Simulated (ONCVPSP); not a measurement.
## Transferability test, ONCV potential for O

oxygen, optimised norm-conserving Vanderbilt (ONCV), made with ONCVPSP 4.0.1 (PBEsol, non-relativistic). Core [He], reference 2s2 2p3 (charge +1). Waves: 2s: rc 0.80 bohr, ncon 4, nbas 8, qcut 8.5 1/bohr, local; 2p: rc 1.60 bohr, ncon 5, nbas 8, qcut 9.6 1/bohr, 1 projector; d scattering state at 0.35 Ha: rc 1.45 bohr, ncon 5, nbas 9, qcut 7.4 1/bohr, 3 projectors, debl 2.2 Ha. Local part: the s channel. Core correction: Teter function, fcfact 4.5, rcfact 1.2.

Energies are relative to the spin-unpolarised reference configuration 2s2 2p3; without spin polarisation the order of configurations can differ from experiment.

```json
{"valence configuration": "2s2 2p4", "charge": "0", "ΔE all-electron (eV)": "-16.368", "error AE − PS (meV)": "+13"}
{"valence configuration": "2s2 2p2", "charge": "+2", "ΔE all-electron (eV)": "33.485", "error AE − PS (meV)": "+66"}
```

Question: What are ΔE and the potential's error for 2s2 2p1?

Answer: ΔE = 87.195 eV all-electron; the error (AE − PS) is +463 meV.

Question: What are ΔE and the potential's error for 2s0 2p6?

Answer: ΔE = 13.272 eV all-electron; the error (AE − PS) is +151 meV.

Levels in the configuration 2s2 2p2:

```csv
level,all-electron (eV),pseudo (eV)
2s,-58.071,-58.040
2p,-43.115,-42.943
```
